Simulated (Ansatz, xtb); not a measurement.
Dissociation curve of HO4Re, SMILES [O]=[Re](=[O])(=[O])[OH], singlet. The O5–H6 bond (O5 also carries Re; H6 carries nothing else) is varied alone, starting from the PBE0/def2-TZVP, def2 effective core potentials past Kr optimised geometry.

- UKS-PBE0 = unrestricted PBE0/def2-TZVP, def2 effective core potentials past Kr (Ansatz, a quantum-chemistry and plane-wave program)
- RKS-PBE0 = restricted PBE0/def2-TZVP, def2 effective core potentials past Kr (Ansatz)
- GFN1-xTB (xtb)
- RKS-PBE = restricted PBE/def2-TZVP, def2 effective core potentials past Kr (Ansatz)

Energies are in kcal/mol, each relative to the lowest point of its own curve near equilibrium.

```tsv
R / Å	UKS-PBE0	RKS-PBE0	GFN1-xTB	RKS-PBE
0.77	33.6	33.6	30.2	35.6
0.84	10.7	10.7	[?]	12.0
0.89	2.9	2.9	2.2	3.7
0.93	0.3	0.3	0.2	[?]
0.95	0.0	0.0	0.0	[?]
0.97	0.2	0.2	0.3	0.0
1.01	1.9	1.9	2.0	1.2
1.07	6.9	6.9	6.6	[?]
1.14	15.2	15.2	14.0	12.9
1.25	31.0	31.0	28.1	27.3
1.39	52.4	52.4	47.4	46.8
1.55	75.5	75.5	68.7	67.5
1.77	102.3	102.5	94.0	91.0
1.99	117.3	123.4	113.8	108.4
2.33	119.1	145.9	134.7	125.8
2.79	[?]	160.7	—	[?]
```

Q: Fill in the missing entries.

A: 
- 0.84, GFN1-xTB: 9.0
- 0.93, RKS-PBE: 0.6
- 0.95, RKS-PBE: 0.1
- 1.07, RKS-PBE: 5.5
- 2.79, UKS-PBE0: 117.9
- 2.79, RKS-PBE: 136.0

A dash means that the run gave no value there, or that the column was ended at a point which the program doubted or which failed a test of continuity chosen for this set; such a test can also cut sound points.

The unrestricted determinant behind UKS-PBE0 is spin-contaminated at 1.77 to 2.79 Å (<S²> up to 1.0, against 0.00 for a pure singlet). The restricted form behind RKS-PBE0, RKS-PBE keeps the bonding electrons paired and can't separate into open-shell fragments.
